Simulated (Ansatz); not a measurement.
Ansatz (a program for electronic structure) input (PBE0/def2-TZVPD):

Ansatz 0.2 input:
```yaml
crystal:
  periodic: [false, false, false]
  atoms:
    - {symbol: C, position_ang: [3.05789511, 1.13724806, 0.27989483]}
    - {symbol: C, position_ang: [1.85980437, 1.12964610, 0.19849384]}
    - {symbol: C, position_ang: [0.41701584, 1.04288159, 0.09545935]}
    - {symbol: Si, position_ang: [-0.13609433, -0.76199364, -0.05836225]}
    - {symbol: C, position_ang: [-1.95880780, -0.80820309, -0.18443711]}
    - {symbol: C, position_ang: [-3.16202867, -0.81289805, -0.26599697]}
    - {symbol: H, position_ang: [4.11693966, 1.16323997, 0.35309235]}
    - {symbol: H, position_ang: [-0.06435412, 1.48134736, 0.97405249]}
    - {symbol: H, position_ang: [0.05385148, 1.59429691, -0.77629059]}
    - {symbol: H, position_ang: [0.28815110, -1.51818342, 1.13714754]}
    - {symbol: H, position_ang: [0.45092431, -1.36264797, -1.27313561]}
    - {symbol: H, position_ang: [-4.22346485, -0.82218954, -0.33827833]}
basis:
  gaussian:
    orbitals: def2-TZVPD
hamiltonian:
  xc: {name: PBE0}
output: {forces: true}
```

End of the output:

```
reference -13149.02461460 eV, -483.2177418574 hartree; 25, 25 occupied and 257, 257 virtual orbitals, 1472 factors
Total energy: -13149.02461460 eV, -483.2177418574 hartree
Atom 0 at     3.057895     1.137248     0.279895 Å, force    -0.013645     0.007248    -0.000454 eV/Å
Atom 1 at     1.859804     1.129646     0.198494 Å, force    -0.208897    -0.043453    -0.016911 eV/Å
Atom 2 at     0.417016     1.042882     0.095459 Å, force     0.113278    -0.056918     0.003977 eV/Å
Atom 3 at    -0.136094    -0.761994    -0.058362 Å, force    -0.030436     0.163522     0.008497 eV/Å
Atom 4 at    -1.958808    -0.808203    -0.184437 Å, force     0.072920     0.000829     0.004978 eV/Å
Atom 5 at    -3.162029    -0.812898    -0.265997 Å, force     0.029657    -0.002363     0.001850 eV/Å
Atom 6 at     4.116940     1.163240     0.353092 Å, force     0.091876     0.005481     0.006558 eV/Å
Atom 7 at    -0.064354     1.481347     0.974052 Å, force    -0.008611     0.010248     0.035247 eV/Å
Atom 8 at     0.053851     1.594297    -0.776291 Å, force    -0.003902     0.014747    -0.034480 eV/Å
Atom 9 at     0.288151    -1.518183     1.137148 Å, force     0.020571    -0.053884     0.080676 eV/Å
Atom 10 at     0.450924    -1.362648    -1.273136 Å, force     0.031653    -0.043295    -0.083420 eV/Å
Atom 11 at    -4.223465    -0.822190    -0.338278 Å, force    -0.094465    -0.002162    -0.006519 eV/Å
Dipole moment:    -0.216687     0.062936    -0.010572 e Å
```
